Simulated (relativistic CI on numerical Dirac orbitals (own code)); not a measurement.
Ligand-field terms of d8

Computed with a parametric ligand-field model of a d^n configuration (Racah B and C, spin-orbit zeta, crystal field), exact diagonalisation.

Field parameters in Wybourne normalisation: Oh B⁴₀ = 21Dq, B⁴₄ = √(5/14) B⁴₀. The field is a parameter set, without covalency.

**Question.** Ground term and bands for B = 750, C = 3870, ζ = 0 cm⁻¹, Oh, 10Dq = 24750 cm⁻¹?

**Answer.** Ground term 3A2 with 2.00 electrons in the two orbitals of the cubic e set. Spin-allowed: 3T2 24750 cm⁻¹ (404 nm), 3T1 32688 cm⁻¹ (306 nm), 3T1 52812 cm⁻¹ (189 nm). Lowest spin-forbidden: 1E 13606 cm⁻¹ (735 nm), 1A1 24490 cm⁻¹ (408 nm), 1T2 38228 cm⁻¹ (262 nm). With an A2 ground term the first spin-allowed band lies at |10Dq| itself.

**Question.** Ground term and bands for B = 750, C = 3870, ζ = 0 cm⁻¹, Oh, 10Dq = 26250 cm⁻¹?

**Answer.** Ground term 3A2 with 2.00 electrons in the two orbitals of the cubic e set. Spin-allowed: 3T2 26250 cm⁻¹ (381 nm), 3T1 34262 cm⁻¹ (292 nm), 3T1 55738 cm⁻¹ (179 nm). Lowest spin-forbidden: 1E 13614 cm⁻¹ (735 nm), 1A1 24630 cm⁻¹ (406 nm), 1T2 39742 cm⁻¹ (252 nm). With an A2 ground term the first spin-allowed band lies at |10Dq| itself.

**Question.** Ground term and bands for B = 750, C = 3870, ζ = 0 cm⁻¹, Oh, 10Dq = 6750 cm⁻¹?

**Answer.** Ground term 3A2 with 2.00 electrons in the two orbitals of the cubic e set. Spin-allowed: 3T2 6750 cm⁻¹ (1481 nm), 3T1 11250 cm⁻¹ (889 nm), 3T1 20250 cm⁻¹ (494 nm). Lowest spin-forbidden: 1E 13281 cm⁻¹ (753 nm), 1T2 19678 cm⁻¹ (508 nm), 1A1 20727 cm⁻¹ (482 nm). With an A2 ground term the first spin-allowed band lies at |10Dq| itself.

**Question.** Ground term and bands for B = 750, C = 3870, ζ = 0 cm⁻¹, Oh, 10Dq = 3750 cm⁻¹?

**Answer.** Ground term 3A2 with 2.00 electrons in the two orbitals of the cubic e set. Spin-allowed: 3T2 3750 cm⁻¹ (2667 nm), 3T1 6507 cm⁻¹ (1537 nm), 3T1 15993 cm⁻¹ (625 nm). Lowest spin-forbidden: 1E 12990 cm⁻¹ (770 nm), 1T2 16303 cm⁻¹ (613 nm), 1A1 19272 cm⁻¹ (519 nm). With an A2 ground term the first spin-allowed band lies at |10Dq| itself.

**Question.** Ground term and bands for B = 750, C = 3870, ζ = 0 cm⁻¹, Oh, 10Dq = 12750 cm⁻¹?

**Answer.** Ground term 3A2 with 2.00 electrons in the two orbitals of the cubic e set. Spin-allowed: 3T2 12750 cm⁻¹ (784 nm), 3T1 19342 cm⁻¹ (517 nm), 3T1 30158 cm⁻¹ (332 nm). Lowest spin-forbidden: 1E 13485 cm⁻¹ (742 nm), 1A1 22635 cm⁻¹ (442 nm), 1T2 26007 cm⁻¹ (385 nm). With an A2 ground term the first spin-allowed band lies at |10Dq| itself.
